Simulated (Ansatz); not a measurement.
Reaction (SMILES): C=C[Si](O)(O)O [ethenyl(trihydroxy)silane] -> O[Si](O)O + [CH]=C (the C-Si bond at the site shown breaks; other sites are not compared here)
Structures are relaxed separately at B3LYP-D3(BJ)/def2-TZVP in Ansatz (a first-principles code), one conformer each, not searched for the lowest. Markedly spin-contaminated UHF reference, which strains HF, MP2 and, less, CCSD(T): [CH]=C.
Geometry of the first species:
SMILES: O[Si](C=C)(O)O
```xyz
12

C      2.3749    -0.5014    -0.2812
C      1.3807    -0.2840     0.5780
Si    -0.3590     0.0771     0.0654
O     -0.4303     0.4256    -1.5439
O     -1.3961    -1.1768     0.2802
O     -0.8642     1.2959     1.0357
H      2.2186    -0.4687    -1.3544
H      3.3852    -0.7261     0.0442
H      1.6025    -0.3358     1.6413
H      0.0853     1.1695    -1.8645
H     -1.4642    -1.8217    -0.4282
H     -1.8100     1.4581     1.0889
```

Quantity: bond dissociation energy (electronic energy difference), in eV. Cores are frozen in the correlated levels unless marked. UHF or UKS for open shells. Spin-orbit coupling is left out. Non-relativistic. CBS marks a two-point X^-3 extrapolation of the correlation energy; Hartree-Fock from the larger set.

```json
[
 {"level": "HF/cc-pV(T+d)Z", "program": "Ansatz", "bond dissociation energy (eV)": "3.58"},
 {"level": "PBE-D3(BJ)/def2-TZVPD", "program": "Ansatz + dftd3", "bond dissociation energy (eV)": "4.37"},
 {"level": "BLYP-D3(BJ)/def2-TZVPD", "program": "Ansatz + dftd3", "bond dissociation energy (eV)": "4.27"},
 {"level": "B3LYP-D3(BJ)/def2-TZVPD", "program": "Ansatz + dftd3", "bond dissociation energy (eV)": "4.45"},
 {"level": "PBE0-D4/def2-TZVPD", "program": "Ansatz + dftd4", "bond dissociation energy (eV)": "4.50"},
 {"level": "PBE0/def2-QZVPP", "program": "Ansatz", "bond dissociation energy (eV)": "4.41"},
 {"level": "r2SCANh-D4/def2-TZVPD", "program": "Ansatz + dftd4", "bond dissociation energy (eV)": "4.33"},
 {"level": "HSE06/def2-TZVPD", "program": "Ansatz", "bond dissociation energy (eV)": "4.41"},
 {"level": "CAM-B3LYP-D4/def2-TZVPD", "program": "Ansatz + dftd4", "bond dissociation energy (eV)": "4.54"},
 {"level": "wB97M-V/def2-TZVPD", "program": "Ansatz", "bond dissociation energy (eV)": "4.73"},
 {"level": "wB97X-V/def2-TZVPD", "program": "Ansatz", "bond dissociation energy (eV)": "4.69"},
 {"level": "MP2/cc-pV(D+d)Z", "program": "Ansatz", "bond dissociation energy (eV)": "4.98"},
 {"level": "RI-MP2/aug-cc-pV(T+d)Z", "program": "Ansatz", "bond dissociation energy (eV)": "5.01"},
 {"level": "RI-MP2/CBS(cc-pV(T+d)Z,cc-pV(Q+d)Z)", "program": "Ansatz", "bond dissociation energy (eV)": "5.12"},
 {"level": "SCS-MP2/cc-pV(T+d)Z", "program": "Ansatz", "bond dissociation energy (eV)": "5.07"},
 {"level": "SCS-MP2/cc-pwCVTZ", "program": "Ansatz", "bond dissociation energy (eV)": "5.08"},
 {"level": "CCSD/STO-3G", "program": "Ansatz", "bond dissociation energy (eV)": "4.89"},
 {"level": "CCSD/6-31G", "program": "Ansatz", "bond dissociation energy (eV)": "4.12"},
 {"level": "CCSD(T)/6-31G", "program": "Ansatz", "bond dissociation energy (eV)": "4.16"},
 {"level": "CCSD(T)/cc-pVTZ", "program": "Ansatz", "bond dissociation energy (eV)": "4.66"}
]
```
